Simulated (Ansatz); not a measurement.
Molecule: CF (charge 0, doublet). 
Coordinates optimised at B3LYP-D3(BJ)/def2-TZVP (Ansatz, an electronic-structure program):
```xyz
2

C      0.0000     0.0000    -0.7653
F      0.0000     0.0000     0.5102
```
Charge 0, spin multiplicity 2.

Basis-set convergence of Hartree-Fock and CCSD correlation energies (hartree) with Ansatz. Correlated levels leave the core frozen unless marked. Open shells are spin-unrestricted. No spin-orbit coupling. Non-relativistic.

| basis | functions | E(HF) | E(corr, CCSD) |
|---|---|---|---|
| cc-pVDZ | 28 | -137.18004 | -0.28787 |
| cc-pVTZ | 60 | -137.22480 | -0.36673 |
| cc-pVQZ | 110 | -137.23554 | -0.39421 |
| cc-pV5Z | 182 | -137.23839 | -0.40431 |

Extrapolating the two largest sets (X = 4 and 5) as X^-3: E(corr) = (125·(-0.40431) - 64·(-0.39421))/61 = -0.4149 Eh, an estimate of the basis-set limit. The largest set recovers 97.4 % of it, the smallest 69.4 %.
